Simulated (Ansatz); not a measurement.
Saddle point of SiH4SeF2, singlet (SiH₂F₂ ([F][SiH2][F]) + H₂Se → SiH₂SeF₂ ([F][SiH]([F])[SeH]) + H₂; bonds formed: Si1–Se7, H2–H6; bonds broken: Si1–H2, H6–Se7), PBE0-D4/def2-TZVP structure:

```
8
angstrom
Si -0.3448 -0.5478 -0.3739
H -0.6498 -0.1710 1.2471
F -0.7712 0.4995 -1.4848
F -1.7531 -1.3094 -0.2245
H 0.5585 -1.6878 -0.5657
H 0.1996 0.2376 1.1170
Se 1.7273 0.8432 0.1839
H 1.0335 2.1357 0.1010
```

Energies are electronic, without zero-point energy. Barriers and step energies count from the start structure reached by relaxing down the imaginary mode; all methods use the PBE0-D4 structures, on which another method's saddle can fall below an end. Ansatz 0.2.0; basis: def2-TZVPP, with def2-QZVPP for the basis limit; cores frozen in the correlated methods. Filled d shells of the heavier atoms are correlated. The def2 sets are not built for correlating such inner shells, so the correlated values are less sure here. B3LYP uses VWN-RPA correlation. Extrapolation: Hartree–Fock as exp(−7.88 √X), correlation as X^−2.97.

```
      method  barrier (eV)  step energy (eV)
       SPW92         1.236            -0.330
      PBE-D4         1.540            -0.400
     BLYP-D4         1.822            -0.346
   r2SCAN-D4             ?            -0.401
      B97M-V             ?            -0.328
     PBE0-D4         1.739            -0.364
    B3LYP-D4         1.959            -0.314
  r2SCAN0-D4         1.817            -0.370
    BHLYP-D4         2.196            -0.271
CAM-B3LYP-D4         2.070            -0.264
     wB97X-V         2.043            -0.313
     wB97M-V         1.986            -0.331
      B2PLYP         2.038            -0.314
    PBE-QIDH         1.921            -0.355
  RPA on PBE             ?            -0.249
          HF         2.806            -0.172
         MP2         2.010            -0.376
        CCSD         2.226            -0.257
     CCSD(T)         2.096            -0.296
```

Fill in the withheld barriers. (Judge from chemistry; the value comes from the calculation.)

The calculation gives: RPA on PBE 2.142; B97M-V 1.861; r2SCAN-D4 1.674 eV. Each is the energy of the saddle less that of the start structure, by the same method.

For comparison, the barrier by CCSD(T) at an estimated basis limit (MP2 extrapolated from triple and quadruple zeta, plus CCSD(T) − MP2 in triple zeta) is 2.006 eV.

The T1 diagnostic stays at or below 0.012.

Labels in which every atom is bracketed show which atoms are joined, not bond orders.

For scale, one of the runs: CCSD(T)/def2-TZVPP, 208 basis functions, launched by `ansatz run in.yaml --threads 4 --pin off --events-out ev --progress --plain --max-ram 9574MiB`. Hardware: 4 CPU threads of an Intel Xeon Platinum 8488C, shared host. Wall time 53 s; peak host memory 2.9 GiB.
